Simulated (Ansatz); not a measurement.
Coupled-cluster run, `C=CCCC(=O)OCC`.

```yaml
crystal:
  periodic: [false, false, false]
  atoms:
    - {symbol: C, position_ang: [-1.908153, -0.079172, -3.370679]}
    - {symbol: C, position_ang: [-1.148438, 0.349251, -2.372655]}
    - {symbol: C, position_ang: [0.264282, -0.074966, -2.140171]}
    - {symbol: C, position_ang: [0.450103, -0.817440, -0.823213]}
    - {symbol: C, position_ang: [0.245930, 0.054206, 0.385950]}
    - {symbol: O, position_ang: [0.221070, 1.256880, 0.377184]}
    - {symbol: O, position_ang: [0.114657, -0.686819, 1.492556]}
    - {symbol: C, position_ang: [-0.028162, 0.027281, 2.727563]}
    - {symbol: C, position_ang: [1.313001, 0.423968, 3.293981]}
    - {symbol: H, position_ang: [-2.930857, 0.258825, -3.491459]}
    - {symbol: H, position_ang: [-1.531507, -0.780417, -4.109777]}
    - {symbol: H, position_ang: [-1.555106, 1.056681, -1.653799]}
    - {symbol: H, position_ang: [0.911253, 0.808121, -2.132629]}
    - {symbol: H, position_ang: [0.594132, -0.718596, -2.960033]}
    - {symbol: H, position_ang: [1.468356, -1.215735, -0.749398]}
    - {symbol: H, position_ang: [-0.218324, -1.678745, -0.750517]}
    - {symbol: H, position_ang: [-0.548650, -0.668239, 3.386788]}
    - {symbol: H, position_ang: [-0.658128, 0.902034, 2.558359]}
    - {symbol: H, position_ang: [1.951014, -0.451383, 3.431393]}
    - {symbol: H, position_ang: [1.817237, 1.131180, 2.634250]}
    - {symbol: H, position_ang: [1.176280, 0.903083, 4.266315]}
basis:
  gaussian: {orbitals: def2-SVP}
correlation: {method: ccsd_t}
```

```sh
$ ansatz run in.yaml --threads 4 --pin off --events-out ev --progress --plain --max-ram 66560MiB --backend cuda --devices 0, --max-vram 37GiB
```

The program prints (abridged):

```
Functional definition: HF
1900 factors; integrals over basis functions are off by at most 1.4e-3 eV
mean field evaluation 1: about -11462.7279 eV, gradient 4.9e1 eV
mean field evaluation 2: about -11462.9654 eV, gradient 4.9e1 eV
mean field evaluation 4: about -11468.7881 eV, gradient 6.8e0 eV
mean field evaluation 8: about -11468.9199 eV, gradient 4.6e-1 eV
mean field evaluation 16: about -11468.9214 eV, gradient 7.7e-7 eV
mean field -11468.92138845 eV, -421.4750871115 hartree, gradient 7.7e-7 eV, S^2 0.000000; 0 other end points of the search recorded, 0 dependent functions left out
9 core orbitals not correlated: weight in the atoms' cores, before any rotation towards them, 1.000 or more for the frozen orbitals, at most 0.000 for the correlated occupied ones
reference -11468.92138845 eV, -421.4750871115 hartree; 26, 26 occupied and 151, 151 virtual orbitals, 1900 factors
second order -35.93616459 eV of doubles, -0.00000000 eV of singles
cycle   1  -36.96036461 eV  change    -1.0e0 eV  update   1.4e-1
cycle   2  -37.92740026 eV  change   -9.7e-1 eV  update   4.3e-2
cycle   3  -38.18828301 eV  change   -2.6e-1 eV  update   2.3e-2
cycle   4  -38.18262848 eV  change    5.7e-3 eV  update   5.5e-3
cycle   5  -38.18258870 eV  change    4.0e-5 eV  update   2.1e-3
cycle   6  -38.18288693 eV  change   -3.0e-4 eV  update   5.7e-4
cycle   7  -38.18247754 eV  change    4.1e-4 eV  update   2.3e-4
cycle   8  -38.18239995 eV  change    7.8e-5 eV  update   7.9e-5
cycle   9  -38.18242403 eV  change   -2.4e-5 eV  update   3.3e-5
perturbative correction -1.25197308 eV, -0.0460091620 hartree
Total energy: -11508.35578556 eV, -422.9242744758 hartree
```

It took 3 s on 4 threads of an AMD EPYC 7R13 on a shared host and a share of an NVIDIA H100 80 GB, with 1.1 GiB of host memory at the peak.

MP2 recovers 91.1 % of the CCSD(T) correlation energy and the triples give 3.2 %; T1 = 0.0126.
